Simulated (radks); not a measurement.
Problem. The mean radii <r> (bohr) of the occupied orbitals of an atom or ion are listed with their occupations. Calculated with a radial shooting solver on a logarithmic mesh with Libxc functionals: Dirac Kohn-Sham, BP86, spin-unpolarised, spherical densities, point nucleus.

| orbital | occ. | <r> |
|---|---|---|
| 1s1/2 | 2 | 0.02363 |
| 2s1/2 | 2 | 0.1005 |
| 2p1/2 | 2 | 0.08421 |
| 2p3/2 | 4 | 0.09062 |
| 3s1/2 | 2 | 0.2659 |
| 3p1/2 | 2 | 0.2556 |
| 3p3/2 | 4 | 0.2681 |
| 3d3/2 | 4 | 0.2394 |
| 3d5/2 | 6 | 0.2433 |
| 4s1/2 | 2 | 0.6073 |
| 4p1/2 | 2 | 0.6238 |
| 4p3/2 | 4 | 0.6520 |
| 4d3/2 | 4 | 0.7016 |
| 4d5/2 | 6 | 0.7117 |
| 5s1/2 | 2 | 1.471 |
| 5p1/2 | 2 | 1.655 |
| 5p3/2 | 4 | 1.741 |
| 4f5/2 | 1.71429 | 1.074 |
| 4f7/2 | 2.28571 | 1.090 |

Name the element and its charge. Open shells, if any, are shared by 2j + 1.

Solution. Z = 60, neodymium, charge +2: Nd2+ in [Xe] 4f4. The 1s radius gives Z: for a bare nucleus <r> = (2 gamma + 1)/(2Z) with gamma = sqrt(1 - (Z/c)^2), 0.02332 bohr for Z = 60, and screening makes it slightly larger (0.02363 here). The occupations add up to 58, and the charge is Z minus that.
